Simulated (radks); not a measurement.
Task: Neutral technetium: order these configurations by energy. All-electron calculation, Dirac Kohn-Sham, relativistic LDA (MacDonald-Vosko exchange, VWN5 correlation), spin-unpolarised, spherical densities, finite nucleus; Fermi nuclear charge, rms radius of each element as measured or else 0.836 A^(1/3) + 0.57 fm. Program: a radial shooting solver on a logarithmic mesh with Libxc functionals. Sub-shells are occupied by j as written (lower j first in brackets). [Kr] 4d(3/2: 4, 5/2: 0) 5s2 5p(1/2: 1, 3/2: 0); [Kr] 4d(3/2: 4, 5/2: 1) 5s1 5p(1/2: 1, 3/2: 0); [Kr] 4d(3/2: 4, 5/2: 1) 5s2; [Kr] 4d(3/2: 4, 5/2: 2) 5p(1/2: 1, 3/2: 0); [Kr] 4d(3/2: 4, 5/2: 2) 5s1; [Kr] 4d(3/2: 4, 5/2: 3).

Result: From the lowest, in eV above it: [Kr] 4d(3/2: 4, 5/2: 2) 5s1 0.000; [Kr] 4d(3/2: 4, 5/2: 3) 0.390; [Kr] 4d(3/2: 4, 5/2: 1) 5s2 0.750; [Kr] 4d(3/2: 4, 5/2: 2) 5p(1/2: 1, 3/2: 0) 3.307; [Kr] 4d(3/2: 4, 5/2: 1) 5s1 5p(1/2: 1, 3/2: 0) 4.451; [Kr] 4d(3/2: 4, 5/2: 0) 5s2 5p(1/2: 1, 3/2: 0) 7.057.
